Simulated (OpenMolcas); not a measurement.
**Ru5+: moving or changing the point charges**

Ru5+ among 6 point charges of -1.5 e arranged as an octahedron (Oh), 2.04 Å from the ion.

- Program: OpenMolcas 26.06
- Method: CASSCF
- Basis: ANO-RCC-VDZP [6s5p3d1f]
- Scalar Hamiltonian: DKH2, point nucleus
- Active space: 3 electrons in 5 orbitals (4d)
- State averaging: 2S+1 = 4 even, 10 roots; 2S+1 = 2 even, 40 roots
- Spin-orbit coupling: state interaction with AMFI integrals over the reference wave functions

Runs around this geometry, states (labels of O, the rotations of Oh). Energies in cm-1 above the lowest state or level, χT in cm3 K/mol; 10Dq and B are least-squares fits to the states below 45000 cm-1, weighted by degeneracy, with a free offset, and given where the rms deviation is under 5 % of |10Dq| (or 100 cm-1) and under 700 cm-1.

```json
{"R (Å)": "2.04", "q (e)": "-1.2", "Ground state": "4A2", "First state of that spin": "4T2 3495", "10Dq": "3598", "B (rms of fit)": "995 (43)", "First gap with spin-orbit (degeneracies)": "3358 (4, 4)", "χT at 300 K": "0.575", "First state of another spin": "2E 18044"}
{"R (Å)": "1.86", "q (e)": "-1.5", "Ground state": "4A2", "First state of that spin": "4T2 6838", "10Dq": "7036", "B (rms of fit)": "990 (78)", "First gap with spin-orbit (degeneracies)": "6632 (4, 4)", "χT at 300 K": "1.017", "First state of another spin": "2E 18425"}
{"R (Å)": "2.04", "q (e)": "-1.5", "Ground state": "4A2", "First state of that spin": "4T2 4358", "10Dq": "4490", "B (rms of fit)": "994 (54)", "First gap with spin-orbit (degeneracies)": "4187 (4, 4)", "χT at 300 K": "0.714", "First state of another spin": "2E 18185"}
```

Taking |10Dq| as R^-n, n = -ln(4490 / 7036) / ln(2.04 / 1.86) = 4.9 between the shortest and longest distance. The point-charge formula for a cubic d site gives n = 5.

Scaling the charges by -1.2 / -1.5 = 0.80 scales |10Dq| by 3598 / 4490 = 0.80; with fixed orbitals a first-order splitting would follow the charge.

Without dynamic correlation the repulsion within the d shell is too large (B by tens of per cent), so at a given field states of lower spin stand too high. This field is weak: 10Dq is about 3598 cm-1, while octahedral complexes of 4d ions of charge 3 and more, computed by the same method with explicit ligands, had a median near 25000 cm-1. Ground spin and moment need not be those of a real site (figures for R = 2.04, q = -1.2; the like holds for R = 1.86, q = -1.5, R = 2.04, q = -1.5). Point charges carry no covalency, so the field is a model and not that of real ligands. No measured value stands beside these numbers.
